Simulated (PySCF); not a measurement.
Species: 2-(methylsulfonyl)pyridine, C₆H₇NO₂S.
Atom-mapped SMILES: `[CH3:1][S:2](=[O:3])(=[O:4])[c:5]1[cH:6][cH:7][cH:8][cH:9][n:10]1` (hydrogens: H11, H12, H13 on C1; H14 on C6; H15 on C7; H16 on C8; H17 on C9)

Method: PySCF, PBE0-D3(BJ)/def2-SVP geometry optimisation, gas phase.

(1) What internal coordinates does the optimisation give?

Answers

(1) 
```json
{"bond": "C1–S2", "length (Å)": "1.779", "order": "single"}
{"bond": "S2=O3, S2=O4", "length (Å)": "1.460", "order": "double"}
{"bond": "S2–C5", "length (Å)": "1.804", "order": "single"}
{"bond": "C5–C6", "length (Å)": "1.391", "order": "aromatic"}
{"bond": "C6–C7", "length (Å)": "1.393", "order": "aromatic"}
{"bond": "C7–C8", "length (Å)": "1.393", "order": "aromatic"}
{"bond": "C8–C9", "length (Å)": "1.396", "order": "aromatic"}
{"bond": "C9–N10", "length (Å)": "1.330", "order": "aromatic"}
{"bond": "C5–N10", "length (Å)": "1.322", "order": "aromatic"}
{"bond": "C1–H11, C1–H12, C1–H13", "length (Å)": "1.097", "order": "single"}
{"bond": "C6–H14", "length (Å)": "1.091", "order": "single"}
{"bond": "C7–H15", "length (Å)": "1.093", "order": "single"}
{"bond": "C8–H16", "length (Å)": "1.092", "order": "single"}
{"bond": "C9–H17", "length (Å)": "1.095", "order": "single"}
```

Bonds in one row agree within 0.01 Å and their mean is given. Orders are formal, as drawn. A selection of angles:
```json
{"angle": "C1–S2–O3", "degrees": "109.2"}
{"angle": "C1–S2–O4", "degrees": "107.9"}
{"angle": "C1–S2–C5", "degrees": "103.1"}
{"angle": "O3–S2–O4", "degrees": "120.7"}
{"angle": "O3–S2–C5", "degrees": "106.7"}
{"angle": "S2–C5–C6", "degrees": "118.4"}
{"angle": "S2–C5–N10", "degrees": "116.1"}
{"angle": "C6–C5–N10", "degrees": "125.4"}
{"angle": "C5–C6–C7", "degrees": "116.8"}
{"angle": "C6–C7–C8", "degrees": "118.9"}
{"angle": "C7–C8–C9", "degrees": "118.8"}
{"angle": "C8–C9–N10", "degrees": "122.8"}
{"angle": "C5–N10–C9", "degrees": "117.3"}
```

Torsions: C1–S2–C5–C6 136° (anticlinal). The mirror-image conformer, all signs reversed, is as good.

N10 (pyridine-type nitrogen) is bent (angle 117.3°). S2 (sulfonyl sulfur) is distorted tetrahedral (angles from 103.1° to 120.7°). The 6-membered ring C5–C6–C7–C8–C9–N10 has internal angles of 116.8° to 125.4° (sum 720°, against 720° for a flat polygon); it is planar, 0.00 Å rms from its mean plane, widest ring torsion 1°. Of the pairs four or more bonds apart, O3···H14 is among the closest relative to their van der Waals radii: 2.50 Å, 92 % of the sum of Bondi's values. The C–S distances run from 1.779 Å (C1–S2, drawn single) to 1.804 Å (S2–C5, drawn single), a spread of 0.025 Å.

Point group: C1 (no symmetry element, even within 0.4 Å). Not checked by PBE0-D3(BJ)/def2-SVP frequencies. The numbers are those of one conformer.
